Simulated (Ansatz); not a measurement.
Cost and result for the atomization energy of BBrHO, SMILES `O[B]Br` radical (4 atoms, 3 bonds).

The species carries charge 0 and has multiplicity 2. Correlated methods include outer-core shells of Br, which these sets cover unevenly. Scalar relativity is left out up to krypton. All single points use the PBE0-D4/def2-TZVP geometry. It is one conformer, not always the lowest. Program: Ansatz. Hardware: A = 2 threads of an AMD EPYC 7R13 on a shared host; B = 2 threads of an AMD EPYC 7R13 on a shared host and a share of an NVIDIA H100 80 GB. Times are those of one run each, without the atoms' runs, and a repeat can differ threefold. Electronic energies, without spin–orbit coupling; frozen cores. CCSD(T)/CBS adds CCSD(T) − MP2 in def2-TZVPP to the MP2 limit, and its time is that of the two runs behind it. T1 = 0.013; ⟨S²⟩ of the reference is 0.76. With those shells the extrapolation isn't a true limit. B3LYP takes the VWN-RPA correlation (the form of Gaussian; ORCA's B3LYP/G).

CCSD(T)/CBS is a level of theory with its own doubt, some kJ/mol a heavy atom from the limit and from the frozen cores, so smaller differences don't rank the functionals.

```tsv
level	functions	wall time
LDA (SPW92)/def2-TZVPP [A]	124	0.86 s
BLYP-D4/def2-TZVPP [A]	124	1.6 s
PBE-D4/def2-TZVPP (with forces) [A]	124	1.8 s
B3LYP-D4/def2-TZVPP (with forces) [A]	124	2.4 s
PBE-QIDH/def2-TZVPP [A]	124	2.6 s
B2PLYP/def2-TZVPP [A]	124	2.8 s
CCSD(T)/def2-SVP [A]	65	2.9 s
r2SCAN-D4/def2-TZVPP (with forces) [A]	124	3.2 s
r2SCANh-D4/def2-TZVPP [A]	124	3.5 s
CCSD(T)/def2-TZVPP [B]	124	3.7 s
B97M-V/def2-TZVPP [A]	124	4.7 s
CCSD(T)/def2-QZVPP [B]	233	9.1 s
CCSD(T)/CBS(def2)	–	13 s
```

Task: What atomization energy does each give, and how far from CCSD(T)/CBS? (Estimate.)

Result: Ansatz gave: 
| level | atomization (kJ/mol) | difference from CCSD(T)/CBS | per bond |
| --- | --- | --- | --- |
| LDA (SPW92)/def2-TZVPP [A] | 1624.4 | 260.1 | 86.7 |
| BLYP-D4/def2-TZVPP [A] | 1375.8 | 11.5 | 3.9 |
| PBE-D4/def2-TZVPP (with forces) [A] | 1428.0 | 63.7 | 21.2 |
| B3LYP-D4/def2-TZVPP (with forces) [A] | 1363.5 | -0.8 | -0.3 |
| PBE-QIDH/def2-TZVPP [A] | 1368.3 | 4.0 | 1.3 |
| B2PLYP/def2-TZVPP [A] | 1355.8 | -8.5 | -2.8 |
| CCSD(T)/def2-SVP [A] | 1287.7 | -76.6 | -25.5 |
| r2SCAN-D4/def2-TZVPP (with forces) [A] | 1404.9 | 40.6 | 13.5 |
| r2SCANh-D4/def2-TZVPP [A] | 1388.2 | 23.9 | 8.0 |
| CCSD(T)/def2-TZVPP [B] | 1320.7 | -43.6 | -14.5 |
| B97M-V/def2-TZVPP [A] | 1372.4 | 8.1 | 2.7 |
| CCSD(T)/def2-QZVPP [B] | 1345.2 | -19.1 | -6.4 |
| CCSD(T)/CBS(def2) | 1364.3 | 0.0 | 0.0 |

From r2SCAN to r2SCAN0 (25 % exact exchange), in def2-TZVPP and without D4, the atomization energy moves by −40.9 kJ/mol: exact exchange takes away binding that semilocal exchange gives to molecules. Leaving LDA and LC-ωPBE aside and taking each functional with its dispersion term where it has one, the values, not all of them listed here, spread over 125.8 kJ/mol, from BHLYP-D4 to PBE-D4. LDA lies +202.7 kJ/mol from PBE without D4, its usual overbinding. The D4 term adds +10.4 kJ/mol with B3LYP and +5.2 kJ/mol with PBE0; it sums over pairs of atoms, weighted by their polarisabilities, and B3LYP, whose exchange is more repulsive, gets the larger term.
